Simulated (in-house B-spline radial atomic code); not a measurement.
Values are calculated unless marked as measured or tabulated.
## Correlation energy from the adiabatic connection: −Z exp(−kr)/r, Z = 8.75, k = 2.01

Two electrons in a singlet, external potential −Z exp(−kr)/r, Z = 8.75, k = 2.01 (atomic units). Full CI in B-splines (partial waves to l = 8, correlation up to 0.6 % small) with the density held fixed gives W(λ) = <V_ee>_λ − U, and E_c is the integral of W(λ) − W(0) from 0 to 1.

| λ | W(λ) − W(0) (hartree) |
| --- | --- |
| 0 | 0.00000 |
| 0.02 | -0.00188 |
| 0.05 | -0.00470 |
| 0.12 | -0.01123 |
| 0.25 | -0.02326 |
| 0.4 | -0.03697 |
| 0.6 | -0.05496 |
| 0.8 | -0.07264 |
| 1 | -0.09000 |

**Question.** Integrate the table by the trapezoid rule.

**Answer.** The strips give -0.00002, -0.00010, -0.00056, -0.00224, -0.00452, -0.00919, -0.01276, -0.01626, which sum to -0.04565 hartree. The direct value, W(1) − W(0) + T_c with T_c = 0.04433, is -0.04568; the curve is convex, so chords lie above it and the trapezoids fall short in size by 0.06 %.

**Question.** Now use only three numbers: W(0) = -5.0208, the initial slope W'(0) = -0.09412 (extrapolated from the first points) and the strong-coupling limit of the point-charge-plus-continuum model, W∞ = -7.1428. What do second-order theory and the interpolation W(λ) = W∞ + (W(0) − W∞)/√(1 + 2χλ) of Seidl, Perdew and Levy give?

**Answer.** Second order keeps the slope alone: E_c = W'(0)/2 = -0.04706, +3 % in size against -0.04568. Matching the slope fixes χ = W'(0)/(W∞ − W(0)) = -0.09412/(-2.12200) = 0.04435. Integrating, with s = √(1 + 2χ) = 1.043412, E_c = −(W(0) − W∞)(s − 1)/(s + 1) = −2.12200 × 0.043412/2.043412 = -0.04508 hartree, -1.3 % in size against the full result. At λ = 1 the formula gives W − W(0) = -0.08829 against -0.09000. Part of the miss can come from the model's W∞.
